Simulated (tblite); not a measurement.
C5H7F3O.
Numbering: `[CH3:1][C@:2]1([C:3]([F:4])([F:5])[F:6])[CH2:7][CH2:8][O:9]1` (hydrogens: H10, H11, H12 on C1; H13, H14 on C7; H15, H16 on C8)

Computed geometry: GFN2-xTB, gas phase.

Problem. What internal coordinates does the optimisation give?

Solution. 
```tsv
bond	length (pm)	order
C1–C2	151.9	single
C2–C3	153.6	single
C3–F4	134.7	single
C3–F5, C3–F6	133.7	single
C2–C7	153.8	single
C7–C8	153.2	single
C8–O9	143.4	single
C2–O9	142.8	single
C1–H10, C1–H11, C1–H12	108.7	single
C7–H13	108.6	single
C7–H14	108.7	single
C8–H15	109.2	single
C8–H16	109.2	single
```

Bonds in one row agree within 1 pm and their mean is given. Orders are formal, as drawn. A selection of angles:
```tsv
angle	degrees
C1–C2–C3	109.8
C1–C2–C7	118.0
C1–C2–O9	114.1
C3–C2–C7	112.0
C3–C2–O9	110.3
C7–C2–O9	91.4
C2–C3–F4	110.9
C2–C3–F6	113.2
F4–C3–F5	106.3
F4–C3–F6	106.6
C2–C7–C8	84.7
C7–C8–O9	91.4
C2–O9–C8	92.5
```

Torsions: C1–C2–C3–F4 -65° (synclinal); C1–C2–C7–C8 -121° (anticlinal); C2–C7–C8–O9 2° (synperiplanar); C7–C8–O9–C2 -3° (synperiplanar); C1–C2–O9–C8 124° (anticlinal).

Of the pairs four or more bonds apart, F6···H10 is among the closest relative to their van der Waals radii: 2.55 Å, 95 % of the sum of Bondi's values. The 4-membered ring C2–C7–C8–O9 has internal angles of 84.7° to 92.5°; it is almost planar, 0.02 Å rms from its mean plane, widest ring torsion 3°.

Point group: C1 (no symmetry element, even within 0.4 Å). Its GFN2-xTB frequencies are all real (lowest 54 cm⁻¹).
